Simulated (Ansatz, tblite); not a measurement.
Forces on the cluster PtS₂ at its r2SCAN-D4/def2-TZVP geometry. Charge 0, multiplicity 1.

In the def2 sets Pt takes a core potential; there is no spin–orbit coupling. The xTB rows come from tblite. The restricted singlet is unstable towards broken spin symmetry in Hartree–Fock (as tested in another run); at PBE-D4/def2-TZVP this wasn't settled. No other spin state of charge 0 was run. Another isomer (singlet) lies 0.11 eV lower at PBE0-D4/def2-TZVP; other spin states weren't run for this one.

GFN1-xTB (tblite), largest force 0.53 eV/Å:

```xyz
3
positions Å, forces eV/Å
Pt    0.541    0.201    1.204   -0.214   -0.080   -0.478
S     0.631    0.116   -1.043   -0.252   -0.046    0.416
S    -1.171   -0.317   -0.161    0.466    0.126    0.062
```

GFN2-xTB (tblite), largest force 0.43 eV/Å:

```
Pt 0.173 0.064 0.383
S -0.303 -0.084 -0.085
S 0.130 0.020 -0.298
```

PBE-D4/def2-TZVP (Ansatz), largest force 0.40 eV/Å:

```
Pt 0.162 0.060 0.358
S 0.219 0.042 -0.325
S -0.380 -0.102 -0.033
```
